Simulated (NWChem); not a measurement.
# CH$_{4}$Cl$_{2}$Si; SMILES C[SiH](Cl)Cl

Program: NWChem. Coordinates come from a PBE0/def2-SVP optimisation. Level: PBE0/def2-SVP with SMD (1 M gas to 1 M solution), gas-phase geometry. Reactions with the solvent are ignored.

For solvent water:

```yaml
solvation free energy (kcal/mol): 0.1
cavity-dispersion-structure term (kcal/mol): 2.7
dipole in solution (D): 2.72
```

### Question
Estimate the same quantities for solvent n-hexane.

### Answer
| Item | Result |
|---|---|
| solvation free energy (kcal/mol) | -3.3 |
| cavity-dispersion-structure term (kcal/mol) | -2.2 |
| dipole in solution (D) | 2.38 |
